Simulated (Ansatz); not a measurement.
`C[N](C)[Hf]([Br])([N](C)C)[N](C)C` and `C[N](C)[Hf]([OH])([N](C)C)[N](C)C` differ in one atom or group.

Ansatz, PBE0-D4/def2-TZVP geometries, multiplicity 1. Each molecule was computed in one conformer, which needn't be the lowest.

Elements past krypton have def2 core potentials. Scalar relativity is left out up to krypton.

```
                                      property  `C[N](C)[Hf]([Br])([N](C)C)[N](C)C`
           HOMO–LUMO gap (PBE/def2-TZVPP) / eV                                 4.38
         HOMO–LUMO gap (B3LYP/def2-TZVPP) / eV                                 6.08
            HOMO energy (PBE0/def2-TZVPP) / eV                                -6.42
size of the dipole moment (PBE/def2-TZVPP) / D                                 3.25
            LUMO energy (PBE0/def2-TZVPP) / eV                                 0.08
             HOMO energy (PBE/def2-TZVPP) / eV                                -5.17
```

Problem. What does the change do to each property? (Estimate.)

Solution. The calculation gave: 
| property | `C[N](C)[Hf]([OH])([N](C)C)[N](C)C` | shift |
| --- | --- | --- |
| HOMO–LUMO gap (PBE/def2-TZVPP) / eV | 4.12 | -0.26 |
| HOMO–LUMO gap (B3LYP/def2-TZVPP) / eV | 5.62 | -0.46 |
| HOMO energy (PBE0/def2-TZVPP) / eV | -5.82 | 0.60 |
| size of the dipole moment (PBE/def2-TZVPP) / D | 0.68 | -2.57 |
| LUMO energy (PBE0/def2-TZVPP) / eV | 0.27 | 0.19 |
| HOMO energy (PBE/def2-TZVPP) / eV | -4.59 | 0.58 |

With PBE0 the HOMO rises by 0.60 eV and the LUMO rises by 0.19 eV, so the gap narrows by about 0.41 eV. PBE moves the HOMO by 0.58 eV and ωB97M-V by 0.63 eV. Dipoles are sizes alone; their direction can turn.

B3LYP here is the variant with VWN-RPA as its local correlation; programs differ in this.

Spin–orbit coupling is left out; it splits and shifts lone-pair levels of the heavy atoms by tenths of an eV.
